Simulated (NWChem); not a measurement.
# C$_{2}$H$_{4}$AlBr; SMILES [AlH]([CH]=C)[Br]

```xyz
8

Al    -0.5788    -0.6491    -0.0009
H     -2.1537    -0.7823    -0.0004
Br     0.3152     1.4501    -0.0017
C      0.5799    -2.1999    -0.0006
C      0.0389    -3.4317     0.0016
H      1.6690    -2.1306    -0.0018
H      0.6400    -4.3423     0.0021
H     -1.0394    -3.5944     0.0029
```
Atoms are numbered in this order, from 1.

Results from NWChem. The geometry was optimised at B3LYP/6-31G* (spherical d). B3LYP is NWChem's, with the RPA form of VWN correlation. Static field.

For level B3LYP/def2-SVPD:

- isotropic polarisability (bohr³): 75.4
- anisotropy (bohr³): 42.0

Question: How do the values read with level Hartree-Fock/def2-SVPD instead?

Answer: 
* **isotropic polarisability (bohr³)**: 70.1
* **anisotropy (bohr³)**: 36.8
